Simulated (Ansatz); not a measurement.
SiH+, closed-shell singlet (the spin of the measured ground state), most abundant isotopes (1.0078 and 27.9769 u). Constants from fifth-degree fits in 1/R to seven points on the lowest solution found; no spin–orbit coupling, no relativity up to Kr; ω_e x_e and α_e move by some per cent with the fit.

Correlated levels freeze the cores. CBS(a, b) extrapolates the correlation energy as X⁻³ and adds the Hartree–Fock energy of set b.

Programs: Ansatz (a first-principles code). Values without a source in brackets are computed.

```
level                                          r_e (Å)  ω_e (cm⁻¹)  ω_e x_e (cm⁻¹)  α_e (cm⁻¹)
---------------------------------------------  -------  ----------  --------------  ----------
PBE/def2-TZVPP                                  1.5328      2047.8            30.1       0.189
CCSD(T)/CBS(aug-cc-pV(Q+d)Z, aug-cc-pV(5+d)Z)   1.5056      2161.3            33.6       0.199
```

**Question.** Predict ω_e, ω_e x_e, B_e and the fall in zero-point energy on putting deuterium (2.014102 u) for H, at CCSD(T)/CBS(aug-cc-pV(Q+d)Z, aug-cc-pV(5+d)Z).

**Answer.** 
The curve stays; ρ = √(μ_H/μ_D) = √(0.97278/1.87884) = 0.71955. ω_e scales with ρ: 1555 cm⁻¹; ω_e x_e and B_e with ρ²: 17.4 and 3.958 cm⁻¹. The zero-point energy falls by 299 cm⁻¹, by which D₀ of the deuteride is larger.

Doubts at one or more of the structures used: a restricted determinant that unrestricted orbitals would lower (CCSD(T)/CBS(aug-cc-pV(Q+d)Z, aug-cc-pV(5+d)Z)).
